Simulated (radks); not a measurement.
The numbers below are computed, except where a source is named.
How relativity changes the ionisation of the promethium ion Pm+ ([Xe] 4f5 6s1) to Pm2+ ([Xe] 4f5). Spin-unpolarised spherical Kohn-Sham, PBE, point nucleus unless stated (finite: rms radius 4.962 fm), a radial shooting solver on a logarithmic mesh with Libxc functionals. A level marked "c x" has the speed of light scaled by that factor and shares open shells by 2j + 1; other Dirac levels either fill j = l - 1/2 first or share by 2j + 1.

level,E(Pm+) (hartree),E(Pm2+) (hartree),IE (eV),HOMO,<r> HOMO (bohr)
non-rel.,-9657.4762,-9657.0960,10.348,6s,4.173
scalar-rel.,-10020.3500,-10019.9480,10.940,4f,1.052
"scalar-rel., finite nucleus",-10019.7591,-10019.3571,10.939,4f,1.052
"Dirac, 2j+1 shares",-10026.9101,-10026.5081,10.939,4f7/2,1.061
"Dirac, low j first",-10026.9594,-10026.5577,10.930,4f5/2,1.047
"Dirac, 2j+1 shares, finite nucleus",-10026.3160,-10025.9141,10.938,4f7/2,1.061
"Dirac, c x 2",-9743.0026,-9742.6177,10.476,6s1/2,4.125
"Dirac, c x 10",-9660.8207,-9660.4402,10.353,6s1/2,4.171
"Dirac, c x 100",-9657.5096,-9657.1294,10.348,6s1/2,4.173

NIST Atomic Spectra Database: 10.94 eV (semi-empirical). The relativistic part of the total energy of Pm+ is -368.8 hartree (Dirac, 2j+1 shares, finite nucleus), 3.8 % of the non-relativistic value. Spin polarisation and multiplet splitting of open shells are left out at every level.

Beside tabulated values, note that relativity, absent from the non-relativistic runs, is large for the heavy elements, and spin-unpolarised runs miss the spin-polarisation part of the exchange energy of open shells.
